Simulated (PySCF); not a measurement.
C₄H₂BrCl, SMILES C#C/C=C(/Cl)Br. Heavy atoms are numbered as in [CH:1]#[C:2]/[CH:3]=[C:4](/[Cl:5])[Br:6]. Hydrogens are named by the atom that carries them.

Coordinates come from a B3LYP-D3(BJ)/def2-SVP optimisation. The structure was generated by enumeration; whether it is a known compound was not checked.

Calculation: PySCF with PBE0/pcSseg-1.

GIAO shieldings, no solvent; atoms alike by connectivity are averaged. δ = σ(ref) − σ: ¹³C against TMS (σ = 186.3 ppm); ³⁵Cl against HCl (σ = 945.9 ppm); ¹H against TMS (σ = 31.56 ppm), references at their B3LYP-D3(BJ)/def2-TZVP geometries, non-relativistic (without spin–orbit terms, shifts of atoms bonded to Cl or Br come out too high).

| atoms | nucleus | count | δ (ppm) |
|---|---|---|---|
| C4 | ¹³C | 1 | ? |
| C3 (CH) | ¹³C | 1 | 124.6 |
| C1 (CH) | ¹³C | 1 | ? |
| C2 | ¹³C | 1 | 81.7 |
| Cl5 | ³⁵Cl | 1 | ? |
| H on C3 | ¹H | 1 | 6.33 |
| H on C1 | ¹H | 1 | 3.96 |

Question: Complete the blanks. (Estimate from the structure and the level; the computed values follow.)

Answer: 
- Cl5, δ (ppm): 375.0
- C4, δ (ppm): 161.6
- C1 (CH), δ (ppm): 101.0
